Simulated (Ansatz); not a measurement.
Basis sets compared for the cluster ZrSe₂⁺. Charge 1, multiplicity 2. Geometry PBE0-D4/def2-TZVP. Ansatz on 4 threads of Intel Xeon Platinum 8559C on a shared host; times are rough, and most runs start from earlier orbitals.

| atom | x (Å) | y (Å) | z (Å) |
| --- | --- | --- | --- |
| Zr1 | 1.021 | 0.943 | 0.268 |
| Se2 | -0.969 | 0.258 | -0.955 |
| Se3 | -0.052 | -1.201 | 0.687 |

In the def2 sets Zr takes a core potential; there is no spin–orbit coupling. The structure comes from a short search, and lower isomers may exist.

```json
{"level": "PBE-D4/def2-SVP", "functions": "95", "energy (Eh)": "-4848.6458", "HOMO (eV)": "-9.48", "LUMO (eV)": "-8.79", "wall time": "0.8 s"}
{"level": "PBE0-D4/def2-SVP", "functions": "95", "energy (Eh)": "-4848.7629", "HOMO (eV)": "-10.73", "LUMO (eV)": "-7.83", "wall time": "1.4 s"}
```

(1) Estimate the rows for PBE-D4/def2-TZVP, PBE0-D4/def2-TZVP (with forces).

Results:

(1) 
| level | functions | energy (Eh) | HOMO (eV) | LUMO (eV) | wall time |
| --- | --- | --- | --- | --- | --- |
| PBE-D4/def2-TZVP | 136 | -4849.2477 | -9.43 | -8.73 | 1.1 s |
| PBE0-D4/def2-TZVP (with forces) | 136 | -4849.3659 | -10.67 | -7.76 | 2.7 s |
